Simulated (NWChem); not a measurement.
System: CH₄MgSe; SMILES [CH3][Mg][SeH]

```xyz
7

Mg     0.0093    -1.1716     0.0001
C      0.0186    -3.2585     0.0002
H     -0.8517    -3.6704    -0.5384
H     -0.0080    -3.6683     1.0241
H      0.9221    -3.6609    -0.4887
Se     0.0340     1.2743     0.0000
H     -1.4403     1.2840    -0.0001
```
Atoms are numbered in this order, from 1.

All runs: NWChem. All runs use the structure optimised with PBE0/def2-SVP. Vertical excitations in the gas phase; the lowest state need not have the same character in each row.

### Question
Among these, which level gives the highest value of “lowest excitation, singlet (eV)”?
A) PBE/def2-SVP, TDA
B) LDA (Slater exchange, VWN5)/def2-SVP, TDA
C) PBE0/def2-SVP, TDA
D) B3LYP/def2-SVP, TDA

### Answer
C, PBE0/def2-SVP, TDA. Values: LDA (Slater exchange, VWN5)/def2-SVP, TDA 3.94; PBE/def2-SVP, TDA 3.96; B3LYP/def2-SVP, TDA 4.22; PBE0/def2-SVP, TDA 4.45
